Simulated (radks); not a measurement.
Al, 13 electrons, occupied as [Ne] 3s2 3p1 (the NIST ground configuration).

All-electron calculation, Dirac Kohn-Sham, LDA (Slater exchange, Perdew-Wang correlation), spin-unpolarised, spherical densities, finite nucleus; open shells fill j = l - 1/2 first; Fermi nuclear charge, rms radius 3.061 fm. Program: a radial shooting solver on a logarithmic mesh with Libxc functionals.

Energy parts (hartree):
| part | energy |
|---|---|
| total | -241.76654 |
| kinetic | 242.03134 |
| electron-nucleus | -579.19251 |
| Hartree | 112.87345 |
| exchange-correlation | -17.47882 |

Orbitals (lengths in bohr, moments of r in powers of bohr; r(max) is where P^2 peaks):
\begin{tabular}{lrrrrrr}
orbital & occ. & eigenvalue (hartree) & <r> & r(max) & <1/r> & small-component weight \\ \hline
1s1/2 & 2 & -55.27780 & 0.1206 & 0.07862 & 12.59 & 2.10e-03 \\
2s1/2 & 2 & -3.95013 & 0.6291 & 0.4981 & 2.332 & 2.85e-04 \\
2p1/2 & 2 & -2.57236 & 0.6032 & 0.4264 & 2.215 & 2.64e-04 \\
2p3/2 & 4 & -2.55615 & 0.6054 & 0.4280 & 2.205 & 2.63e-04 \\
3s1/2 & 2 & -0.28751 & 2.534 & 2.062 & 0.5349 & 3.00e-05 \\
3p1/2 & 1 & -0.10254 & 3.435 & 2.631 & 0.3922 & 1.74e-05 \\
3p3/2 & 0 & -0.10192 & 3.445 & 2.639 & 0.3909 & 1.74e-05 \\
\end{tabular}

The highest occupied level is 3p1/2 at -2.790 eV. The density falls to 0.001 e/bohr^3 at r = 4.55 bohr. The electron density at the nucleus is 1488 e/bohr^3.
